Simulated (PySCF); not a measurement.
Isomers of C6H14N2, mass 114.116 u with the commonest isotopes. Method used: PBE0/pcSseg-1 in PySCF (dipole) on a GFN2-xTB geometry, gas phase. One conformer each, none proved a minimum here; rigid rotors.

**Question.** Order these by rotational constant C, largest first.
A. `[CH2:1]=[CH:2][N:3]([CH3:4])[N:5]([CH3:6])[CH2:7][CH3:8]` with C1–C2–N3–C4 -11°, C2–N3–N5–C6 95°, N3–N5–C7–C8 58°
B. `[CH2:1]=[CH:2][CH2:3][C@H:4]([NH2:5])[CH2:6][CH2:7][NH2:8]` with C1–C2–C3–C4 112°, C2–C3–C4–N5 -62°, C3–C4–N5–H -63° and 55°, C3–C4–C6–C7 -175°, C4–C6–C7–N8 -172°
C. `[CH2:1]=[CH:2][CH2:3][N:4]([CH3:5])[N:6]([CH3:7])[CH3:8]` with C1–C2–C3–N4 -129°, C2–C3–N4–C5 71°, C3–N4–N6–C7 -48°

**Answer.** A (1262 MHz), C (1092 MHz), B (744.0 MHz).

**Question.** Order these by radius of gyration √(Σ m r²/M), largest first.
A. `[CH2:1]=[CH:2][CH2:3][N:4]([CH3:5])[N:6]([CH3:7])[CH3:8]` with C1–C2–C3–N4 -129°, C2–C3–N4–C5 71°, C3–N4–N6–C7 -48°
B. `[CH2:1]=[CH:2][N:3]([CH3:4])[N:5]([CH3:6])[CH2:7][CH3:8]` with C1–C2–N3–C4 -11°, C2–N3–N5–C6 95°, N3–N5–C7–C8 58°
C. `[CH2:1]=[CH:2][CH2:3][C@H:4]([NH2:5])[CH2:6][CH2:7][NH2:8]` with C1–C2–C3–C4 112°, C2–C3–C4–N5 -62°, C3–C4–N5–H -63° and 55°, C3–C4–C6–C7 -175°, C4–C6–C7–N8 -172°

**Answer.** C (2.477 Å), A (2.131 Å), B (2.014 Å).

**Question.** Order these by rotational constant B, largest first.
A. `[CH2:1]=[CH:2][CH2:3][C@H:4]([NH2:5])[CH2:6][CH2:7][NH2:8]` with C1–C2–C3–C4 112°, C2–C3–C4–N5 -62°, C3–C4–N5–H -63° and 55°, C3–C4–C6–C7 -175°, C4–C6–C7–N8 -172°
B. `[CH2:1]=[CH:2][CH2:3][N:4]([CH3:5])[N:6]([CH3:7])[CH3:8]` with C1–C2–C3–N4 -129°, C2–C3–N4–C5 71°, C3–N4–N6–C7 -48°
C. `[CH2:1]=[CH:2][N:3]([CH3:4])[N:5]([CH3:6])[CH2:7][CH3:8]` with C1–C2–N3–C4 -11°, C2–N3–N5–C6 95°, N3–N5–C7–C8 58°

**Answer.** C (1468 MHz), B (1158 MHz), A (789.8 MHz).

| SMILES | point group | Ia (u·Å²) | Ib (u·Å²) | Ic (u·Å²) | κ | μa (D) | μb (D) | μc (D) |
| --- | --- | --- | --- | --- | --- | --- | --- | --- |
| C=CCN(C)N(C)C | C1 | 137.42 | 436.54 | 462.62 | -0.95 | 0.10 | 0.19 | 0.90 |
| C=CC[C@H](N)CCN | C1 | 80.71 | 639.88 | 679.23 | -0.98 | 0.52 | 0.71 | 0.84 |
| C=CN(C)N(C)CC | C1 | 180.89 | 344.35 | 400.39 | -0.73 | 1.48 | 1.09 | 0.92 |
